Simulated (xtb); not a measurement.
Br$_{4}$Zr, charge -1, doublet, from a rough starting geometry (GFN-xTB shapes and energies of metal compounds can be far from the true ones) (the multiplicity is a formal guess); GFN2-xTB run with xtb.

The xtb input:
```
$ xtb mol.xyz --gfn 2 --chrg -1 --uhf 1 --opt vtight --json

# file mol.xyz
5

Zr     0.03863001     0.00998923     0.00617466
Br     1.96641180    -0.53853758    -1.38987574
Br     0.81046902     0.28476744     2.37338817
Br    -1.02857380     2.09530494    -0.76918100
Br    -1.63666434    -1.88902579    -0.12458138
```

The log (banner, timings and long lists left out):

```
   ID    Z sym.   atoms
    1   40 Zr     1
    2   35 Br     2-5

           -------------------------------------------------
          |                Calculation Setup                |
           -------------------------------------------------

           -------------------------------------------------
          |                 G F N 2 - x T B                 |
           -------------------------------------------------

          ...................................................
          :                      SETUP                      :
          :.................................................:
          :  # basis functions                  50          :
          :  # atomic orbitals                  45          :
          :  # shells                           15          :
          :  # electrons                        33          :
          :  max. iterations                   250          :
          :  Hamiltonian                  GFN2-xTB          :
          :  restarted?                      false          :
          :  GBSA solvation                  false          :
          :  PC potential                    false          :
          :  electronic temp.          300.0000000     K    :
          :  accuracy                    1.0000000          :
          :  -> integral cutoff          0.2500000E+02      :
          :  -> integral neglect         0.1000000E-07      :
          :  -> SCF convergence          0.1000000E-05 Eh   :
          :  -> wf. convergence          0.1000000E-03 e    :
          :  Broyden damping             0.4000000          :
          :  net charge                         -1          :
          :  unpaired electrons                  1          :
          ...................................................

 iter      E             dE          RMSdq      gap      omega  full diag
   1    -18.1197409 -0.181197E+02  0.102E+01    0.01       0.0  T
   2    -18.4998433 -0.380102E+00  0.703E+00    0.00       1.0  T
   3    -18.5389367 -0.390934E-01  0.501E+00    0.00       1.0  T
   4    -18.5400852 -0.114847E-02  0.165E+00    0.00       1.0  T
   5    -18.5480669 -0.798171E-02  0.452E-01    0.00       1.0  T
   6    -18.5481112 -0.443073E-04  0.162E-01    0.00       1.0  T
   7    -18.5481190 -0.781022E-05  0.375E-02    0.00       1.2  T
   8    -18.5481205 -0.147212E-05  0.880E-03    0.00       5.1  T
   9    -18.5481205 -0.338802E-07  0.304E-03    0.00      14.7  T
  10    -18.5481205 -0.629817E-08  0.244E-03    0.00      18.3  T
  11    -18.5481205 -0.598273E-08  0.109E-03    0.00      41.0  T
  12    -18.5481205 -0.583604E-09  0.870E-04    0.00      51.4  T
  13    -18.5481205 -0.864961E-09  0.531E-05    0.00     843.0  T

   *** convergence criteria satisfied after 13 iterations ***

         :::::::::::::::::::::::::::::::::::::::::::::::::::::
         ::                     SUMMARY                     ::
         :::::::::::::::::::::::::::::::::::::::::::::::::::::
         :: total energy             -18.500023661446 Eh    ::
         :: gradient norm              0.042942510941 Eh/a0 ::
         :: HOMO-LUMO gap              0.004232831204 eV    ::
         ::.................................................::
         :: SCC energy               -18.548112884315 Eh    ::
         :: -> isotropic ES            0.132230317961 Eh    ::
         :: -> anisotropic ES         -0.004693955127 Eh    ::
         :: -> anisotropic XC         -0.022427832540 Eh    ::
         :: -> dispersion             -0.006473739340 Eh    ::
         :: repulsion energy           0.048089222870 Eh    ::
         :: add. restraining           0.000000000000 Eh    ::
         :: total charge              -1.000000000000 e     ::
         :::::::::::::::::::::::::::::::::::::::::::::::::::::

      -----------------------------------------------------------
     |                   =====================                   |
     |                        A N C O P T                        |
     |                   =====================                   |
     |               Approximate Normal Coordinate               |
     |                Rational Function Optimizer                |
      -----------------------------------------------------------
      -----------------------------------------------------------
     |                   =====================                   |
     |                        A N C O P T                        |
     |                   =====================                   |
     |               Approximate Normal Coordinate               |
     |                Rational Function Optimizer                |
      -----------------------------------------------------------

          ...................................................
          :                      SETUP                      :
          :.................................................:
          :   optimization level         verytight          :
          :   max. optcycles                   200          :
          :   ANC micro-cycles                  20          :
          :   degrees of freedom                 9          :
          :.................................................:
          :   RF solver                   davidson          :
          :   write xtbopt.log                true          :
          :   linear?                        false          :
          :   energy convergence         0.1000000E-06 Eh   :
          :   grad. convergence          0.2000000E-03 Eh/α :
          :   maxmium RF displ.          1.0000000          :
          :   Hlow (freq-cutoff)         0.1000000E-01      :
          :   Hmax (freq-cutoff)         5.0000000          :
          :   S6 in model hess.         20.0000000          :
          ...................................................

generating ANC from exact Hessian ...
Using Lindh-Hessian (1995)
 Shifting diagonal of input Hessian by    9.2454417571679343E-003
[...]
 * total energy  :   -18.5000237 Eh     change       -0.1197265E-11 Eh
 * total energy  :   -18.4987691 Eh     change        0.1254534E-02 Eh
 * total energy  :   -18.5031534 Eh     change       -0.4384283E-02 Eh
 * total energy  :   -18.5023289 Eh     change        0.8245235E-03 Eh
 * total energy  :   -18.5046563 Eh     change       -0.2327408E-02 Eh
 * total energy  :   -18.5041968 Eh     change        0.4595052E-03 Eh
 * total energy  :   -18.5049170 Eh     change       -0.7202284E-03 Eh
 * total energy  :   -18.5049076 Eh     change        0.9376757E-05 Eh
 * total energy  :   -18.5049209 Eh     change       -0.1322121E-04 Eh
 * total energy  :   -18.5049201 Eh     change        0.7434688E-06 Eh
 * total energy  :   -18.5049239 Eh     change       -0.3779425E-05 Eh
 * total energy  :   -18.5049239 Eh     change       -0.5740262E-09 Eh
   *** GEOMETRY OPTIMIZATION CONVERGED AFTER 12 ITERATIONS ***
[...]

 iter      E             dE          RMSdq      gap      omega  full diag
   1    -18.5359590 -0.185360E+02  0.412E-05    0.00       0.0  T
   2    -18.5359590 -0.163425E-12  0.299E-05    0.00    1496.6  T
   3    -18.5359590 -0.234479E-12  0.139E-05    0.00    3220.4  T

   *** convergence criteria satisfied after 3 iterations ***

         :::::::::::::::::::::::::::::::::::::::::::::::::::::
         ::                     SUMMARY                     ::
         :::::::::::::::::::::::::::::::::::::::::::::::::::::
         :: total energy             -18.504923898339 Eh    ::
         :: gradient norm              0.000028932079 Eh/a0 ::
         :: HOMO-LUMO gap              0.000000930784 eV    ::
         ::.................................................::
         :: SCC energy               -18.535949871932 Eh    ::
         :: -> isotropic ES            0.133380601518 Eh    ::
         :: -> anisotropic ES         -0.004325814276 Eh    ::
         :: -> anisotropic XC         -0.021989293361 Eh    ::
         :: -> dispersion             -0.006257677711 Eh    ::
         :: repulsion energy           0.031025973593 Eh    ::
         :: add. restraining           0.000000000000 Eh    ::
         :: total charge              -1.000000000000 e     ::
         :::::::::::::::::::::::::::::::::::::::::::::::::::::

           -------------------------------------------------
          |                Property Printout                |
           -------------------------------------------------

    * Orbital Energies and Occupations

         #    Occupation            Energy/Eh            Energy/eV
      -------------------------------------------------------------
         1        2.0000           -0.7407756             -20.1575
       ...           ...                  ...                  ...
         5        2.0000           -0.3879139             -10.5557
         6        2.0000           -0.3104096              -8.4467
         7        2.0000           -0.3104094              -8.4467
         8        2.0000           -0.3104079              -8.4466
         9        2.0000           -0.2901082              -7.8942
        10        2.0000           -0.2901056              -7.8942
        11        2.0000           -0.2901052              -7.8942
        12        2.0000           -0.2899902              -7.8910
        13        2.0000           -0.2899902              -7.8910
        14        2.0000           -0.2883415              -7.8462
        15        2.0000           -0.2883410              -7.8462
        16        2.0000           -0.2883378              -7.8461
        17        0.5000           -0.1665979              -4.5334 (HOMO)
        18        0.5000           -0.1665979              -4.5334 (LUMO)
        19        0.0000           -0.1562969              -4.2531
        20        0.0000           -0.1562962              -4.2530
        21        0.0000           -0.1562939              -4.2530
        22                          0.1145459               3.1170
        23                          0.1923462               5.2340
        24                          0.1923476               5.2340
        25                          0.1923478               5.2341
        26                          0.1928376               5.2474
        27                          0.1928381               5.2474
        28                          0.1928417               5.2475
       ...                                ...                  ...
        45                          1.5906481              43.2837
      -------------------------------------------------------------
                  HL-Gap            0.0000000 Eh            0.0000 eV
             Fermi-level           -0.1970329 Eh           -5.3615 eV

     #   Z          covCN         q      C6AA      α(0)
     1  40 Zr       3.025     0.752   107.977    25.004
     2  35 Br       0.756    -0.438   196.921    22.624
     3  35 Br       0.756    -0.438   196.920    22.624
     4  35 Br       0.756    -0.438   196.920    22.624
     5  35 Br       0.756    -0.438   196.920    22.624

 Mol. C6AA /au·bohr⁶  :       4324.230921
 Mol. C8AA /au·bohr⁸  :     326222.258065
 Mol. α(0) /au        :        115.498556

Wiberg/Mayer (AO) data.
largest (>0.10) Wiberg bond orders for each atom

 ---------------------------------------------------------------------------
     #   Z sym  total        # sym  WBO       # sym  WBO       # sym  WBO
 ---------------------------------------------------------------------------
     1  40 Zr   3.319 --     5 Br   0.830     3 Br   0.830     4 Br   0.830
                             2 Br   0.830
     2  35 Br   0.938 --     1 Zr   0.830
     3  35 Br   0.938 --     1 Zr   0.830
     4  35 Br   0.938 --     1 Zr   0.830
     5  35 Br   0.938 --     1 Zr   0.830
 ---------------------------------------------------------------------------

Topologies differ in total number of bonds
Writing topology from bond orders to xtbtopo.mol

molecular dipole:
                 x           y           z       tot (Debye)
 q only:       -0.057       0.014      -0.036
   full:       -0.057       0.014      -0.036       0.175
molecular quadrupole (traceless):
                xx          xy          yy          xz          yz          zz
 q only:       -0.003       0.003       0.002      -0.003       0.001       0.000
  q+dip:       -0.003       0.003       0.002      -0.003       0.001       0.000
   full:       -0.003       0.003       0.003      -0.003       0.001      -0.000

optimized geometry written to: xtbopt.xyz

           -------------------------------------------------
          | TOTAL ENERGY              -18.504923898339 Eh   |
          | GRADIENT NORM               0.000028932079 Eh/α |
          | HOMO-LUMO GAP               0.000000930784 eV   |
           -------------------------------------------------

normal termination of xtb
```
